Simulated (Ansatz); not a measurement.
Reaction (ligand exchange at the Se–C bond): `C/C=C(\F)[SeH]` + H₂Se → `[SeH][SeH]` + `C/C=C\F`

Gas-phase electronic energies from Ansatz, PBE0-D4/def2-TZVP geometries. CBS: MP2 limit from def2 TZ/QZ plus the TZ coupled-cluster correction, frozen cores. Double bonds are as drawn, so ΔE can hold a change between cis and trans. For Se outer-core shells are correlated without core-valence functions, which leaves a few kJ/mol of doubt a bond. Scalar relativity is left out up to krypton. Each species was taken in one conformer, which may not be the lowest.

| species | CCSD/def2-TZVPP energy (Eh) |
| --- | --- |
| `C/C=C(\F)[SeH]` | -2616.89671 |
| H₂Se | -2401.30510 |
| `[SeH][SeH]` | -4801.42621 |
| `C/C=C\F` | -216.79085 |

(1) Work out ΔE.

Largest T1 diagnostic among the species: 0.011.

Results:

(1) ΔE = (-4801.42621) + (-216.79085) − (-2616.89671) − (-2401.30510) = -0.01525 Eh = -9.6 kcal/mol. CCSD(T)/CBS gives -10.2 kcal/mol.

The D4 term adds +0.8 kcal/mol with B3LYP and +0.5 kcal/mol with PBE0; it sums over pairs of atoms, weighted by their polarisabilities, and B3LYP, whose exchange is more repulsive, gets the larger term. In def2-TZVPP, CCSD(T) changes the Hartree–Fock value by +5.0 kcal/mol (the triples alone add +0.7 kcal/mol) and MP2 by +5.7 kcal/mol.

B3LYP here is the variant with VWN-RPA as its local correlation; programs differ in this.
